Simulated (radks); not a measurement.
These are the eigenvalues of the occupied orbitals of an atom or ion with whole-number occupations (Ry). Method: non-relativistic Kohn-Sham, TPSS, spin-polarised, spherical densities, point nucleus; meta-GGA in the generalised Kohn-Sham scheme; computed with a radial shooting solver on a logarithmic mesh with Libxc functionals.

| orbital | eigenvalue |
|---|---|
| 1s down | -3382.745 |
| 1s up | -3382.745 |
| 2s up | -563.8423 |
| 2s down | -563.7938 |
| 2p up | -537.2874 |
| 2p down | -537.2514 |
| 3s up | -149.1575 |
| 3s down | -149.1422 |
| 3p up | -137.4386 |
| 3p down | -137.4175 |
| 3d up | -115.7123 |
| 3d down | -115.6708 |
| 4s up | -53.00352 |
| 4s down | -52.87801 |
| 4p up | -48.30324 |
| 4p down | -48.17846 |
| 4d up | -39.93326 |
| 4d down | -39.81043 |

Which element is it, and in what charge state? The configuration may be excited. Open shells, if any, are filled with parallel spins first.

Answer. Z = 63, europium, charge +18: Eu18+ in [Kr] 4d9. The list shows which subshells hold electrons but not how many an open one holds; the 1s level, -1691.4 hartree, gives Z - s = 58.2 by -(Z - s)^2/2, which with screening narrows Z to a few neighbours, and the depths of the outer levels then fix element, charge and occupations together.
